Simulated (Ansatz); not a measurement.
Relaxation of Cl$_{3}$H$_{3}$OSZr (9 atoms, charge 0, multiplicity 1), to a largest force component of 0.03 eV/Å in at most 50 steps.

Method: RKS BLYP/def2-SVP in Ansatz.

```xyz
9
Properties=species:S:1:pos:R:3
Zr -0.123 0.029 -0.117
Cl -0.204 0.100 2.371
Cl 1.993 0.521 -1.071
O -1.219 1.490 -0.636
H -1.801 2.201 -0.948
Cl -1.194 -1.858 -1.082
S 1.861 -2.777 1.374
H 0.779 -3.601 1.278
H 1.257 -2.019 2.365
```

**Question.** Where does it end, and by what steps?

**Answer.** The run converged. The force dipped under the threshold on the way, but the program's further checks kept it going. After 21 steps the energy has fallen by 0.174 eV; H9 moved furthest, 0.92 Å. Joined: Zr1–S7 (3.75 → 3.07 Å).

```
step  energy less start (eV)  largest force component (eV/Å)  accepted
   0                  0.0000                           0.929       yes
   1                 -0.0556                           0.665       yes
   2                 -0.0923                           0.870       yes
   3                 -0.1348                           0.375       yes
   4                 -0.1433                           0.135       yes
   5                 -0.1423                           0.667        no
   6                 -0.1478                           0.053       yes
   7                 -0.1512                           0.028       yes
   8                 -0.1504                           0.337        no
   9                 -0.1535                           0.084       yes
  10                 -0.1553                           0.189       yes
  11                 -0.1573                           0.254       yes
  12                 -0.1488                           0.492        no
  13                 -0.1626                           0.056       yes
  14                 -0.1661                           0.036       yes
  15                 -0.1681                           0.258       yes
  16                 -0.1653                           0.308        no
  17                 -0.1708                           0.111       yes
  18                 -0.1726                           0.007       yes
  19                 -0.1728                           0.133       yes
  20                 -0.1731                           0.064       yes
  21                 -0.1735                           0.004       yes
```

```xyz
9
Properties=species:S:1:pos:R:3
Zr -0.158 -0.131 0.014
Cl -0.646 0.041 2.355
Cl 2.077 0.448 -0.637
O -1.117 1.372 -0.661
H -1.609 2.133 -1.008
Cl -1.253 -1.911 -1.162
S 1.438 -2.589 0.921
H 0.516 -3.203 1.717
H 2.103 -2.073 1.994
```

Whether the end is a true minimum wasn't checked by a vibrational analysis.

Run time: 50 s on 4 threads of Arm Neoverse V1 (shared host), peak memory 0.21 GiB.
